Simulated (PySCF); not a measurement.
Run record: geometry optimisation, `C#CC1=CC=C(B(C)C)S1`.

Method: PBE0-D3(BJ)/def2-SVP geometry optimisation, gas phase (PySCF 2.14.0). Start geometry: GFN2-xTB. A driver script takes a list of jobs; this job's settings line and coordinates (Å) are shown.

Input:
```
{"job": {"xc": "PBE0", "basis": "def2-SVP", "d3": "d3bj", "grid": 2, "kind": "geom"}, "charge": 0, "multiplicity": 1}
C      4.619974    -0.774456    -1.497917
C      3.543620    -0.611038    -0.987045
C      2.284551    -0.418692    -0.411632
C      1.946971    -0.513589     0.918133
C      0.590274    -0.264434     1.143799
C     -0.143680     0.025974     0.012913
B     -1.641877     0.339709    -0.118232
C     -2.270565     0.621628    -1.537631
C     -2.552152     0.371732     1.173075
S      0.909288    -0.012126    -1.382048
H      5.563180    -0.919299    -1.932781
H      2.660830    -0.754592     1.686399
H      0.146898    -0.291574     2.123804
H     -1.556050     0.993858    -2.269362
H     -3.110991     1.311461    -1.500149
H     -2.664174    -0.314038    -1.937839
H     -2.274108    -0.367359     1.920775
H     -3.608213     0.240130     0.949906
H     -2.453578     1.345956     1.653534
```

Output:
```
step   0  E = -732.36183166  max force = 0.019292
step   1  E = -732.36474382  max force = 0.003440
step   2  E = -732.36481861  max force = 0.000674
step   3  E = -732.36488537  max force = 0.002860
step   4  E = -732.36492945  max force = 0.001507
step   5  E = -732.36495191  max force = 0.001447
step   6  E = -732.36497704  max force = 0.001053
step   7  E = -732.36499628  max force = 0.000698
step   8  E = -732.36502368  max force = 0.000844
step   9  E = -732.36504561  max force = 0.000580
step  10  E = -732.36505343  max force = 0.000463
step  11  E = -732.36505588  max force = 0.000226
optimisation converged
```

Energies in Eh; «max force» is the largest Cartesian gradient component in Eh/bohr.

Give the first gradient maximum in eV/Å.

With 1 Eh/bohr = 51.422 eV/Å, 0.992 eV/Å.

How much energy does the optimisation release, in kJ/mol?

E(step 0) − E(last step) = 0.003224 Eh, which is 8.5 kJ/mol.

Main results: final energy -732.36506 Eh after 11 steps; dipole 0.65 D.

How long does this job take on an AMD EPYC 9R45 with one thread, no GPU, shared host? And the peak memory of the process?

About 1.9 min, with 0.93 GiB resident at the peak, the Python interpreter and its libraries included.
Labels such as C1 count atoms from 1, the log's own numbers from 0.
